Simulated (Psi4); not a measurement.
Psi4 input (wB97X-D/6-311+G**):

```
memory 1500 MB

molecule {
-1 1
C     0.59509000    2.32986200    0.64063000
C     0.29563400    1.15744800    0.31825700
B    -0.05764200   -0.22567800   -0.06205400
C     1.05072600   -1.34911900   -0.33137500
C    -1.57545200   -0.70525500   -0.23350500
H     1.02463800   -2.09146800    0.47887200
H     2.06400300   -0.94707300   -0.37868700
H     0.85139100   -1.91128600   -1.25358100
H    -2.29864100    0.02843100    0.12609300
H    -1.78499100   -0.88542100   -1.29741200
H    -1.76417900   -1.66241000    0.27094100
symmetry c1
no_reorient
no_com
}

set {
  basis 6-311+G**
  reference rks
  scf_type df
  df_basis_scf def2-universal-jkfit
  dft_radial_points 99
  dft_spherical_points 590
  e_convergence 1e-8
  d_convergence 1e-7
  maxiter 150
}

e = energy('wb97x-d')
print_out(f'\nFINAL {e:.10f} DIPOLE {variable("CURRENT DIPOLE")[0]:.6f} {variable("CURRENT DIPOLE")[1]:.6f} {variable("CURRENT DIPOLE")[2]:.6f}\n')
```

From the output:

```
     124A      2.882403   125A      2.913519   126A      2.948946
     127A      3.107674   128A      3.123228   129A      3.126244
     130A      3.193809   131A      3.263466   132A      3.291778
     133A      3.326538   134A      3.607367   135A      3.824293
     136A      3.934678   137A      3.971850   138A      4.008567
     139A      4.057225   140A      4.126624   141A      4.180806
     142A     14.953791   143A     23.804910   144A     24.250852
     145A     24.291221   146A     24.953942

    Final Occupation by Irrep:
              A
    DOCC [    18 ]
    NA   [    18 ]
    NB   [    18 ]

  @DF-RKS Final Energy:  -180.82843265819696

   => Energetics <=

    Nuclear Repulsion Energy =            126.7914238260982529
    One-Electron Energy =                -499.2560149997574399
    Two-Electron Energy =                 210.7360163974052796
    DFT Exchange-Correlation Energy =     -19.0958998078729714
    Empirical Dispersion Energy =          -0.0039580740700903
    VV10 Nonlocal Energy =                  0.0000000000000000
    Total Energy =                       -180.8284326581969594

Computation Completed

Properties will be evaluated at   0.000000,   0.000000,   0.000000 [a0]

Properties computed using the SCF density matrix

 Multipole Moments:

 ------------------------------------------------------------------------------------
     Multipole            Electronic (a.u.)      Nuclear  (a.u.)        Total (a.u.)
 ------------------------------------------------------------------------------------

 L = 1.  Multiply by 2.5417464519 to convert [e a0] to [Debye]
 Dipole X            :         -0.8222140           -0.0000019           -0.8222159
 Dipole Y            :         -3.2190944           -0.0000019           -3.2190963
 Dipole Z            :         -0.8851341           -0.0000038           -0.8851378
 Magnitude           :                                                    3.4383265

 ------------------------------------------------------------------------------------

FINAL -180.8284326582 DIPOLE -0.822216 -3.219096 -0.885138

*** Psi4 exiting successfully. Buy a developer a beer!
```

The dipole moment of an ion depends on the origin.

The geometry given is a B3LYP-D3(BJ)/def2-TZVP minimum.
